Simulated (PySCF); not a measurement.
# [CeH5]-, singlet: molecular constants

Computed with PBE0 in PySCF with Ce def2-TZVP with ECP28, H def2-TZVP; scalar-relativistic core potentials, no spin–orbit coupling; density-fitted integrals.

The structure is a minimum.

```json
{
  "Point group": "D3h",
  "Bond lengths": "Ce–H 2.082 Å (×3), Ce–H 2.086 Å (×2)",
  "Bond angles": "H–Ce–H 90.0° (×6), H–Ce–H 120.0° (×3), H–Ce–H 180.0°",
  "Dipole moment about the centre of mass": "0.00 D",
  "Zero-point energy": "50.0 kJ/mol",
  "Enthalpy at 298.15 K above 0 K": "18.16 kJ/mol",
  "Heat capacity Cp at 298.15 K": "84.2 J/(mol K)",
  "Principal polarisabilities": "77.6, 77.6, 95.6 bohr³",
  "Highest occupied level": "-2.01 eV",
  "Principal quadrupole moments (Buckingham, traceless) about the centre of mass": "-3.85, 1.92, 1.93 D Å",
  "Lowest empty level": "1.67 eV",
  "Rotational constants": "1.286, 1.1, 1.1 cm⁻¹",
  "Entropy at 298.15 K and 1 bar": "288.6 J/(mol K)",
  "Rotational symmetry number": "6"
}
```

Harmonic modes (masses in u: Ce 139.905, H 1.008):
```json
{"symmetry": "e'", "ω (cm⁻¹)": "107", "IR (km/mol, summed over degenerate members)": "332"}
{"symmetry": "a2''", "ω (cm⁻¹)": "238", "IR (km/mol, summed over degenerate members)": "370"}
{"symmetry": "e''", "ω (cm⁻¹)": "374", "IR (km/mol, summed over degenerate members)": "0.0"}
{"symmetry": "e'", "ω (cm⁻¹)": "503", "IR (km/mol, summed over degenerate members)": "418"}
{"symmetry": "a1'", "ω (cm⁻¹)": "1128", "IR (km/mol, summed over degenerate members)": "0.0"}
{"symmetry": "a2''", "ω (cm⁻¹)": "1176", "IR (km/mol, summed over degenerate members)": "1626"}
{"symmetry": "e'", "ω (cm⁻¹)": "1236", "IR (km/mol, summed over degenerate members)": "3394"}
{"symmetry": "a1'", "ω (cm⁻¹)": "1376", "IR (km/mol, summed over degenerate members)": "0.0"}
```

In D3h the vibrations span 3e' + 2a2'' + e'' + 2a1'. The a1', e'' modes carry no infrared intensity, as symmetry demands.

Charges (e):
| atom | Mulliken | Löwdin | polar tensor | Mayer order to Ce1 |
| --- | --- | --- | --- | --- |
| Ce1 | 0.62 | 0.08 | 1.95 | – |
| H2,3,5 | -0.34 | -0.23 | -0.61 | 0.87 |
| H4,6 | -0.30 | -0.19 | -0.55 | 0.90 |

Mulliken populations on Ce1 (electrons outside its core potential): s 4.54, p 12.38, d 11.65, f 0.80.

Outer orbital energies (eV). occupied: -19.66, -19.66, -19.57, -3.58, -3.25, -2.39, -2.39, -2.01; empty: 1.67, 1.73, 1.85, 1.92.

Formally Ce is in oxidation state +4, with 0 electrons left for the f, d and s shells; the Mulliken f population is 0.80.

Stability towards spin polarisation was not tested. This need not be the most stable arrangement of these atoms. The lowest empty level of this anion is unbound, so it and the gap depend on the basis. The basis has no diffuse functions, which an anion would want.

The final relaxation and frequency run took 62 s on 4 threads of a shared Arm Neoverse V1 host, with 123 basis functions and 12 gradients; the process peaked at 2.4 GiB.
